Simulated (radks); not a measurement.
Charge is removed step by step from the 6s down level of Ta, starting from [Xe] 4f14 5d3 6s(up 1, down 1). Method: scalar-relativistic Kohn-Sham, r2SCAN, spin-polarised, spherical densities, finite nucleus; open shells are filled with parallel spins first (spin-orbit coupling, left out, can overturn this in heavy ions); meta-GGA in the generalised Kohn-Sham scheme; Fermi nuclear charge, rms radius 5.3507 fm; computed with a radial shooting solver on a logarithmic mesh with Libxc functionals.

removed (e)  E - E(0) (eV)  eigenvalue (eV)
0                    0.000           -4.774
0.25                 1.345           -5.986
0.5                  2.987           -7.142
0.75                 4.903           -8.158

The mean slope of the eigenvalue, de/dn, is 4.51 eV per electron.
